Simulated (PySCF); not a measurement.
Compound: SiHMe2(NMe2), C₄H₁₃NSi.
SMILES: `[H][Si](C)(C)N(C)C`

The closed-shell ground state was solved at several levels (PySCF, density fitting, gas phase, non-relativistic). One conformer (not necessarily the lowest) at the PBE0-D3(BJ)/def2-SVP geometry, without solvent, vibrations or thermal averaging.

| level | basis functions | total energy (Eh) | HOMO (eV) | LUMO (eV) | gap (eV) | dipole (D) |
| --- | --- | --- | --- | --- | --- | --- |
| B3LYP/def2-SVPD | 228 | -504.3180 | -5.86 | 0.29 | 6.15 | 0.63 |
| B3LYP/pcSseg-1 | 174 | -504.5211 | -5.81 | 0.90 | 6.71 | 0.69 |

Problem. What might PBE0/pcSseg-1 (174 basis functions) give for the same quantities?

Solution. Total energy -504.1002 Eh, HOMO -6.03 eV, LUMO 1.22 eV, gap 7.25 eV, dipole 0.71 D.

Problem. Over all these levels, which gives the widest orbital gap and which the narrowest?

Solution. PBE0/pcSseg-1 (global hybrid, 25 % exact exchange) has the widest, 7.25 eV, and B3LYP/def2-SVPD (global hybrid, 20 % exact exchange) the narrowest, 6.15 eV. Functional and basis both differ between the two, so the spread mixes both effects.

Problem. How far do the dipole and the HOMO energy spread over the levels?

Solution. The dipole runs from 0.63 to 0.71 D (mean 0.68 D) and the HOMO from -6.03 to -5.81 eV.
